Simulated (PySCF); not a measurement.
# Bond lengths and vibrations by method: Al2BH3N cation

Calculated results; nothing here was measured. They come from PySCF 2.14.0, an open-source quantum chemistry program, on an isolated molecule that a program drew, which may never have been made. The molecule is Al2BH3N cation (charge +1, singlet), drawn as the SMILES string `B=[N][Al+][AlH2]`.

The geometry was optimised and harmonic frequencies were computed with HF and MP2, all in the cc-pV(D+d)Z basis, for the commonest isotopes, with a restricted reference for singlets and an unrestricted one otherwise, and a frozen core in MP2. Each result is a local minimum of its method.

Geometry at the HF minimum:
```xyz
7
Al2BH3N cation, angstrom
B     1.1064    2.8278    3.1821
N     0.7285    2.4102    2.0490
Al    0.2193    1.8481    0.5227
Al   -0.5870    0.9579   -1.8807
H     1.4558    3.2138    4.2295
H    -0.0143    1.8059   -3.0537
H    -1.5179   -0.2852   -1.7731
```

Lengths of the bonds as drawn, in Å (atoms numbered as above):
| bond | HF | MP2 |
|---|---|---|
| B1-N2 | 1.265 | 1.288 |
| N2-Al3 | 1.704 | 1.731 |
| Al3-Al4 | 2.687 | 2.687 |
| B1-H5 | 1.170 | 1.179 |
| Al4-H6 | 1.557 | 1.558 |
| Al4-H7 | 1.557 | 1.558 |

Rotational constants, in GHz:
```
constant     HF    MP2
       A  121.2  119.5
       B  1.376  1.356
       C   1.36  1.341
```

Harmonic frequencies in cm^-1, each column in rising order, so a row needn't be the same motion in every method:
```
rank,HF,MP2
1,80,70
2,83,72
3,189,156
4,193,160
5,265,259
6,420,?
7,571,554
8,751,718
9,822,754
10,842,754
11,842,766
12,1875,1770
13,2075,2041
14,2112,2087
15,3003,2917
```

**Estimate the missing MP2 frequency from the HF column.**

A single factor s that minimises the squared misfit of MP2 against s times HF over the other rows is sum(HF x MP2) / sum(HF^2) = 0.9663, with an rms misfit of 32 cm^-1. For rank 6 it gives 0.9663 x 420 = 406 cm^-1. The calculation gives 403 cm^-1, 3 cm^-1 below the estimate. The drawn bonds are on average 0.7 % longer in MP2 than in HF.
